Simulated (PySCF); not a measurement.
TPSS on Te⁺ (tellurium, charge +1), [Kr] 4d10 5s2 5p2 6s1, high-spin 4P determinant (an excited configuration). Calculation: PySCF 2.14, in aug-cc-pV5Z-PP with ECP28MDF; a scalar-relativistic core potential.

```
cycle= 1 E= -267.186457493059  delta_E= -0.00999  |g|= 0.0389  |ddm|= 1.38
cycle= 2 E= -267.188564894368  delta_E= -0.00211  |g|= 0.0276  |ddm|= 0.343
cycle= 3 E= -267.189685839558  delta_E= -0.00112  |g|= 0.0111  |ddm|= 0.25
cycle= 4 E= -267.190680355358  delta_E= -0.000995  |g|= 0.00752  |ddm|= 0.368
cycle= 5 E= -267.190911375945  delta_E= -0.000231  |g|= 0.00295  |ddm|= 0.243
cycle= 6 E= -267.190948352143  delta_E= -3.7e-05  |g|= 0.000837  |ddm|= 0.0879
cycle= 7 E= -267.190949684552  delta_E= -1.33e-06  |g|= 0.00056  |ddm|= 0.0529
cycle= 8 E= -267.190951561772  delta_E= -1.88e-06  |g|= 7.92e-05  |ddm|= 0.0207
cycle= 9 E= -267.190951583986  delta_E= -2.22e-08  |g|= 7.22e-06  |ddm|= 0.00222
cycle= 10 E= -267.19095158421  delta_E= -2.23e-10  |g|= 3.14e-07  |ddm|= 0.000204
converged SCF energy = -267.19095158421  <S^2> = 3.7515807  2S+1 = 4.0007903
```

Highest occupied orbital energy: -6.724 eV; ⟨L²⟩ = 3.96; populations by l: s 4.68, p 8.00, d 10.32, f 0.00.

Q: Can this result be used?

A: Not for this state. The calculation finished and met its thresholds. ⟨L²⟩ = 3.96 against 2 for a pure P term, so this real determinant mixes terms. Energies and moments cover only the electrons outside the core potential. The outer electron is Rydberg-like, and this basis confines it to a smaller radius and binds it less than a complete one would. The s, p, d and f populations moved away from the nominal configuration during the SCF.
